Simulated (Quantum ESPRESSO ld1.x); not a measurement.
Values are calculated unless marked as measured or tabulated.
Question: Species: Xe3+. Configuration: [Kr] 4d10 5s1.5 5p3 6p0.5 (fractional occupations, a model configuration). Level of theory: scalar-relativistic Kohn-Sham, LDA (Slater exchange, Perdew-Wang correlation), spin-unpolarised, spherical densities, point nucleus (ld1.x of Quantum ESPRESSO 7.5). Some entries of the table are withheld. Estimate them.

| orbital | occ. | eigenvalue (eV) | <1/r> (bohr^-1) |
|---|---|---|---|
| 1s | 2 | (1) | 58.06 |
| 2s | 2 | -5382.73 | 13.32 |
| 2p | 6 | -4836.42 | 12.72 |
| 3s | 2 | -1130.57 | 4.785 |
| 3p | 6 | -954.105 | 4.549 |
| 3d | 10 | -691.690 | 4.310 |
| 4s | 2 | (2) | 1.956 |
| 4p | 6 | -178.341 | 1.796 |
| 4d | 10 | -96.5410 | 1.521 |
| 5s | 1.5 | -53.2923 | 0.7626 |
| 5p | 3 | -39.6291 | 0.6586 |
| 5d | 0 | -22.2178 | 0.4778 |
| 6s | 0 | -19.8812 | 0.3492 |
| 6p | 0.5 | (3) | 0.3031 |

Answer: 
(1) 1s eigenvalue (eV): -34374.2
(2) 4s eigenvalue (eV): -234.373
(3) 6p eigenvalue (eV): -15.9647
